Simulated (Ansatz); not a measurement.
`CC[O][InH][CH3]` + `CNB(F)S` → `CN(C)B(F)S` + `C[O][InH][CH3]`  (substitution at a C–C bond)

Gas-phase electronic energies from Ansatz, PBE0-D4/def2-TZVP geometries. CCSD(T)/CBS is the MP2 limit (def2-TZVPP, def2-QZVPP) plus CCSD(T) − MP2 in def2-TZVPP, frozen cores. DFT in def2-TZVPP. B3LYP here is the variant with VWN-RPA as its local correlation; programs differ in this. Elements past krypton have def2 core potentials. For In outer-core shells are correlated without core-valence functions, which leaves a few kJ/mol of doubt a bond. Each species was taken in one conformer, which may not be the lowest.

| level | ΔE (kJ/mol) | difference from CCSD(T)/CBS |
| --- | --- | --- |
| PBE-D4 | 34.9 | -2.8 |
| PBE0-D4 | 36.3 | -1.4 |
| B3LYP-D4 | 34.9 | -2.8 |
| ωB97X-V | 35.9 | -1.8 |
| ωB97M-V | 37.2 | -0.5 |
| PBE | 36.4 | -1.3 |
| PBE0 | 37.5 | -0.2 |
| B3LYP | 37.2 | -0.5 |
| MP2/def2-TZVPP | 35.7 | -2.0 |
| SCS-MP2/def2-TZVPP | 35.3 | -2.4 |
| CCSD/def2-TZVPP | 37.1 | -0.6 |
| CCSD(T)/def2-TZVPP | 36.1 | -1.6 |
| MP2/def2-QZVPP | 36.5 | -1.2 |
| SCS-MP2/def2-QZVPP | 36.2 | -1.5 |
| MP2/CBS(def2) | 37.3 | -0.4 |
| CCSD/CBS(def2) | 38.7 | 1.0 |
| CCSD(T)/CBS | 37.7 | 0 |

Largest T1 diagnostic among the species: 0.015.

In def2-TZVPP, CCSD(T) changes the Hartree–Fock value by −4.7 kJ/mol (the triples alone add −1.0 kJ/mol) and MP2 by −5.0 kJ/mol.
